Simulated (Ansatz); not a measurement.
(NaBr)2 ring (Na2Br2). The state is a triplet with charge 0. Geometry PBE-D4/def2-SVP, that of the neutral singlet; atoms count from 1.

Cartesian coordinates in Å:
```
Na -1.2873 -0.0335 -1.0214
Br -0.6457 1.8924 0.7518
Na 1.2861 0.0324 1.0230
Br 0.6470 -1.8913 -0.7534
```

At PBE0-D4/def2-TZVP a singlet of charge 0 lies 5.05 eV below the triplet at the same geometry.

Q: Estimate the Mulliken populations from the PBE0/def2-TZVP orbitals of Ansatz.

A: 
```tsv
atom	charge (e)	spin (α − β)
Na1	0.27	0.49
Br2	-0.27	0.51
Na3	0.27	0.49
Br4	-0.27	0.51
```
Mulliken values and Mayer orders depend strongly on the basis.

Q: Where does the spin sit?

A: Summed by element: Na 0.97, Br 1.03, of 2 unpaired in all. Largest on single atoms: Br4 0.51, Br2 0.51, Na3 0.49.

Q: And the Mayer bond orders between bonded heavy atoms (over 0.3)?

A: Na1–Na3 0.46 (3.29 Å). Values over 0.3 also appear between atoms too far apart for a bond (Br2–Br4 0.46 at 4.27 Å); they arise where an orbital or an unpaired electron spreads over both atoms.
